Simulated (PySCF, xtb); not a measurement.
In(F)(Me)(vinyl) (C3H6FIn), SMILES C=[CH][In]([CH3])[F].

xtb with GFN2-xTB at its own geometry gives an orbital gap of 3.14 eV and a dipole moment of 5.01 D.

Geometry: B3LYP-D3(BJ)/def2-SVP. The structure was generated by enumeration; whether it is a known compound was not checked. The def2 effective core potentials stand for the cores of In; spin–orbit coupling is left out. The values are those of a single conformer.

Question: What does HF/def2-TZVP in PySCF give? (The exact figures need the calculation; the answer reports its results.)

Answer: gap 11.69 eV (levels -10.55 and 1.14 eV), dipole 3.93 D.
